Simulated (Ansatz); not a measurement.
`[CH3][AlH][I]` + `BS` → `[CH3][AlH][BH]S` + HI  (formal exchange of groups at the Al–I bond)

Gas-phase electronic energies from Ansatz, PBE0-D4/def2-TZVP geometries. CCSD(T)/CBS adds triple-zeta CCSD(T) − MP2 to the extrapolated MP2 energy (def2 sets, frozen cores). This one scheme is used for every species. DFT in def2-TZVPP. def2 core potentials past Kr. For I outer-core shells are correlated without core-valence functions, which leaves a few kJ/mol of doubt a bond. One conformer a species, not always the lowest.

(1) Is it downhill or uphill in electronic energy at CCSD(T)/CBS, and by how much? (Best estimate.)

(2) What do these levels give: PBE0-D4, BLYP, BHLYP, CCSD/def2-TZVPP, SCS-MP2/def2-QZVPP, CCSD/CBS(def2)? (Estimate.)

Largest T1 diagnostic among the species: 0.015.

Results:

(1) Ansatz gave: Uphill: ΔE = +1.97 eV.

(2) Computed: PBE0-D4 1.89, BLYP 1.85, BHLYP 2.02, CCSD/def2-TZVPP 1.93, SCS-MP2/def2-QZVPP 2.05, CCSD/CBS(def2) 1.99 eV.

From BLYP to BHLYP (50 % exact exchange), in def2-TZVPP and without D4, ΔE moves by +0.17 eV. Leaving LDA and LC-ωPBE aside and taking each functional with its dispersion term where it has one, the values, not all of them listed here, spread over 0.23 eV, from revPBE-D4 to BHLYP-D4.
